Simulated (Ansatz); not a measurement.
Reaction (hydrogenolysis of a C–S bond): `CSC([SiH3])S` + H₂ → `[SiH3]CS` + CH₃SH

Calculated with Ansatz (gas phase, PBE0-D4/def2-TZVP geometries, no zero-point term in ΔE). CBS: MP2 limit from def2 TZ/QZ plus the TZ coupled-cluster correction, frozen cores. This one scheme is used for every species. Functionals use def2-TZVPP. Each species was taken in one conformer, which may not be the lowest.

```
        level  ΔE (kJ/mol)
       PBE-D4        -54.0
      PBE0-D4        -62.1
HF/def2-TZVPP       -103.8
MP2/CBS(def2)        -48.3
```

**Question.** What does CCSD(T)/CBS give? (Estimate.)

**Answer.** Ansatz gave: -59.7 kJ/mol. The listed levels differ from it by 5.7, -2.4, -44.1, 11.4 kJ/mol.

Largest T1 diagnostic among the species: 0.011.

The D4 term adds +20.4 kJ/mol with B3LYP and +11.2 kJ/mol with PBE0; it sums over pairs of atoms, weighted by their polarisabilities, and B3LYP, whose exchange is more repulsive, gets the larger term. In def2-TZVPP, CCSD(T) changes the Hartree–Fock value by +38.5 kJ/mol (the triples alone add +9.3 kJ/mol) and MP2 by +49.9 kJ/mol.

B3LYP here is the variant with VWN-RPA as its local correlation; programs differ in this.
